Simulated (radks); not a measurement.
Initial-state core-level shifts of neutral rubidium when its valence configuration changes from [Kr] 5s1. Calculated with a radial shooting solver on a logarithmic mesh with Libxc functionals: Dirac Kohn-Sham, PBE, spin-unpolarised, spherical densities, finite nucleus; open shells are shared between the two j in proportion to 2j + 1; Fermi nuclear charge, rms radius 4.2036 fm. Shifts are changes of the shell-averaged eigenvalues in eV (positive: less bound); the change of the density at the nucleus, which sets a Mossbauer isomer shift, is in e/bohr^3, on a base of 5.494e+04.

| valence | 2s | 2p | 3p | 4s | density at nucleus |
|---|---|---|---|---|---|
| 4d1 | -1.279 | -1.282 | -1.274 | -1.221 | -3.177 |
| 5p1 | -1.454 | -1.453 | -1.454 | -1.440 | -3.148 |
| 4d0.5 5s0.5 | -0.785 | -0.786 | -0.782 | -0.757 | -1.432 |
| 5s0.5 5p0.5 | -0.744 | -0.743 | -0.744 | -0.738 | -1.496 |
| 4d0.5 5p0.5 | -1.300 | -1.301 | -1.298 | -1.263 | -3.169 |
